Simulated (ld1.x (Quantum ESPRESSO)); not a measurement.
## What the settings do to the RRKJ potential of Cr

Base potential:

- Element: chromium
- Generator: ld1.x (Quantum ESPRESSO) 7.5
- Type: norm-conserving RRKJ (Kleinman–Bylander form)
- Functional: PBE
- Relativity: scalar-relativistic
- Frozen core: [Ne] 3s2
- Valence charge: 12
- Reference configuration: 3p6 3d5 4s1 4p0
- Partial waves: 4s (bound): rc 2.90 bohr; 3p (bound): rc 1.40 bohr; 3d (bound): rc 1.90 bohr
- Local potential: all-electron potential smoothed inside 1.20 bohr (lloc = -1)
- Core correction: none
- rho0: 0.01

All-electron outer shells of the reference configuration (PBE, scalar-relativistic, ld1.x):

| shell | level (eV) | outermost node (bohr) | outermost maximum (bohr) |
| --- | --- | --- | --- |
| 2p | -560.70 | – | 0.20 |
| 3s | -73.99 | 0.36 | 0.78 |
| 3p | -45.44 | 0.33 | 0.80 |
| 4s | -4.01 | 1.12 | 2.74 |
| 3d | -2.91 | – | 0.84 |
| 4p | -0.99 | 1.25 | 3.94 |

Cutoffs, loose and tight: the cutoffs (Ry, on a coarse ladder) from which the occupation-weighted sum of valence levels, in a spherical-Bessel basis at the reference potential, stays within 10 and 1 mRy of its value at 400 Ry. They do not see the model core or the augmentation charge, which bear on the density cutoff. Test errors are all-electron minus pseudo excitation energies from the reference, over the configurations 3p6 3d5 4s0 4p0; 3p6 3d4 4s0 4p0; 3p6 3d3 4s0 4p0; 3p6 3d4 4s1 4p0; 3p5 3d5 4s1 4p0; 3p6 3d6 4s0 4p0; 3p6 3d2 4s0 4p0. A dash means not determined; rows that change the core or the reference have their own tests. The largest error is taken over the tests solved by every variant that gives reliable tests at all: 3p5 3d5 4s1 4p0; 3p6 3d2 4s0 4p0; 3p6 3d3 4s0 4p0; 3p6 3d4 4s0 4p0; 3p6 3d5 4s0 4p0; 3p6 3d6 4s0 4p0.

A true bound ghost makes a file unfit for plane-wave use even where its test errors are small: the radial tests pick states by their node count and pass the ghost by.

```tsv
change	outcome	cutoff, loose	cutoff, tight	bound ghosts	largest test error (meV)
base	generated	50 Ry	70 Ry	s	+988
local potential the s channel	generated	55 Ry	70 Ry	none	-606
core correction a·sin(br)/r model core inside 0.60 bohr	generated	50 Ry	70 Ry	s	+775
wave 3d (bound): rc 1.90 bohr becomes 3d (bound): rc 1.34 bohr	generated	90 Ry	100 Ry	s	-59
core [Ar], valence charge 6; reference 3d4 4s2 4p0; waves now 4p (bound): rc 3.75 bohr; 3d (bound): rc 1.95 bohr; 4s (bound): rc 1.85 bohr; local potential the s channel; core correction a·sin(br)/r model core, default radius (core density twice the valence density)	generated	45 Ry	70 Ry	none	-380
```

(1) What comes out with this change to the base: local potential all-electron potential smoothed inside 2.68 bohr (lloc = -1)?

(2) What comes out with this change to the base: all radii scaled by about 0.84 (s 2.44, p 1.18, d 1.60 bohr); local potential all-electron potential smoothed inside 1.00 bohr (lloc = -1)?

Answers

(1) outcome: generated; cutoff, loose: 50 Ry; cutoff, tight: 70 Ry; bound ghosts: none; largest test error (meV): +495.

(2) outcome: generated; cutoff, loose: 80 Ry; cutoff, tight: 110 Ry; bound ghosts: s; largest test error (meV): +454.
